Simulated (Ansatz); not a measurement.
`OB/C=[N]/[GeH3]` + `N[SiH](F)Cl` → `F[SiH](Cl)[NH][GeH3]` + `N=CBO`  (ligand exchange at a Ge–N bond)

Program: Ansatz. Geometries: PBE0-D4/def2-TZVP. ΔE: electronic, gas phase. CCSD(T)/CBS is the MP2 limit (def2-TZVPP, def2-QZVPP) plus CCSD(T) − MP2 in def2-TZVPP, frozen cores. DFT in def2-TZVPP. B3LYP here is the variant with VWN-RPA as its local correlation; programs differ in this. For Ge outer-core shells are correlated without core-valence functions, which leaves a few kJ/mol of doubt a bond. Scalar relativity is left out up to krypton. One conformer a species, not always the lowest.

`OB/C=[N]/[GeH3]`:

```xyz
11

O    -0.794    1.901    2.067
B     0.209    1.290    1.400
C    -0.202    0.259    0.283
N     0.698   -0.347   -0.379
Ge    0.208   -1.567   -1.703
H    -0.491    2.519    2.736
H     1.360    1.519    1.644
H    -1.282    0.088    0.103
H    -1.332   -1.663   -1.798
H     0.808   -1.075   -3.028
H     0.818   -2.925   -1.326
```

`N[SiH](F)Cl`:

```xyz
7

N    -0.032    0.433   -0.981
Si    0.004   -0.362    0.505
F    -1.283   -0.126    1.413
Cl    1.580    0.371    1.572
H     0.212    1.405   -1.075
H    -0.590    0.097   -1.747
H     0.110   -1.818    0.314
```

`F[SiH](Cl)[NH][GeH3]`:

Z-matrix (Å, degrees):
```
Si
Cl 1 2.043
N 1 1.686 2 109.5
F 1 1.593 2 105.5 3 122.4
H 1 1.472 2 111.0 3 -122.6
Ge 3 1.849 1 127.2 2 -154.6
H 3 1.010 1 117.2 2 33.1
H 6 1.533 3 105.9 1 9.2
H 6 1.537 3 110.0 1 -110.7
H 6 1.536 3 108.8 1 128.9
```

`N=CBO`:

Cartesian coordinates in Å:
```
N -0.726 0.261 1.111
C 0.331 -0.244 0.615
B 0.459 -0.136 -0.968
O -0.555 0.473 -1.597
H -0.776 0.174 2.126
H 1.094 -0.720 1.244
H 1.381 -0.554 -1.604
H -1.208 0.745 -0.928
```

| level | ΔE (kJ/mol) | difference from CCSD(T)/CBS |
| --- | --- | --- |
| PBE0-D4 | -24.3 | 2.1 |
| B3LYP-D4 | -21.6 | 4.8 |
| ωB97X-V | -26.2 | 0.2 |
| B2PLYP | -21.5 | 4.9 |
| PBE0 | -22.5 | 3.9 |
| B3LYP | -18.3 | 8.1 |
| SCS-MP2/def2-TZVPP | -26.0 | 0.4 |
| CCSD(T)/def2-TZVPP | -27.8 | -1.4 |
| SCS-MP2/def2-QZVPP | -25.3 | 1.1 |
| HF/CBS(def2) | -21.9 | 4.5 |
| CCSD(T)/CBS | -26.4 | 0 |

Largest T1 diagnostic among the species: 0.014.

From PBE to PBE0 (25 % exact exchange), in def2-TZVPP and without D4, ΔE moves by −3.6 kJ/mol. The D4 term adds −3.3 kJ/mol with B3LYP and −1.8 kJ/mol with PBE0; it sums over pairs of atoms, weighted by their polarisabilities, and B3LYP, whose exchange is more repulsive, gets the larger term.
